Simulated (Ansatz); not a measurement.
Reaction (formal exchange of groups at the Al–B bond): `[BH2][Al]([NH2])[NH2]` + `CCC(C)(C)C` → `C[CH2][Al]([NH2])[NH2]` + `BC(C)(C)C`

Calculated with Ansatz (gas phase, PBE0-D4/def2-TZVP geometries, no zero-point term in ΔE). CBS: MP2 limit from def2 TZ/QZ plus the TZ coupled-cluster correction, frozen cores. DFT in def2-TZVPP. Each species was taken in one conformer, which may not be the lowest.

```tsv
level	ΔE (eV)
r2SCAN0-D4	-0.53
r2SCANh	-0.55
CAM-B3LYP	-0.53
CCSD(T)/def2-TZVPP	-0.43
```

**Question.** What does CCSD(T)/CBS give? (Best estimate.)

**Answer.** Computed: -0.45 eV. The listed levels differ from it by -0.08, -0.10, -0.08, 0.02 eV.

Largest T1 diagnostic among the species: 0.011.

Leaving LDA and LC-ωPBE aside and taking each functional with its dispersion term where it has one, the values, not all of them listed here, spread over 0.09 eV, from r2SCAN-D4 to ωB97X-V. LDA lies +0.04 eV from PBE without D4. The D4 term adds +0.03 eV with B3LYP and +0.02 eV with PBE0; it sums over pairs of atoms, weighted by their polarisabilities, and B3LYP, whose exchange is more repulsive, gets the larger term. At CCSD(T), def2-SVP lies +0.12 eV from the extrapolated value and def2-TZVPP +0.02 eV.

B3LYP here is the variant with VWN-RPA as its local correlation; programs differ in this.
